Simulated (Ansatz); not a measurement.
`F[SiH2][InH2]` + `C=CN(C)[SiH3]` → `CN([SiH3])[SiH2]F` + `C=[CH][InH2]`  (redistribution)

Isolated molecules relaxed with PBE0-D4/def2-TZVP in Ansatz; ΔE leaves out vibrations. CCSD(T)/CBS is the MP2 limit (def2-TZVPP, def2-QZVPP) plus CCSD(T) − MP2 in def2-TZVPP, frozen cores. DFT in def2-TZVPP. B3LYP here is the variant with VWN-RPA as its local correlation; programs differ in this. def2 core potentials past Kr. For In outer-core shells are correlated without core-valence functions, which leaves a few kJ/mol of doubt a bond. Each species was taken in one conformer, which may not be the lowest.

**Question.** Is it downhill or uphill in electronic energy at CCSD(T)/CBS, and by how much? (An estimate is asked.)

**Answer.** Computed: Downhill: ΔE = -0.78 eV.

**Question.** What do these levels give: PBE0-D4, B3LYP-D4, ωB97X-V, B3LYP, HF/def2-TZVPP, CCSD/def2-TZVPP? (Estimate.)

**Answer.** Ansatz gave: PBE0-D4 -0.51, B3LYP-D4 -0.61, ωB97X-V -0.66, B3LYP -0.59, HF/def2-TZVPP -0.80, CCSD/def2-TZVPP -0.79 eV.

Largest T1 diagnostic among the species: 0.014.

From PBE to PBE0 (25 % exact exchange), in def2-TZVPP and without D4, ΔE moves by −0.07 eV.
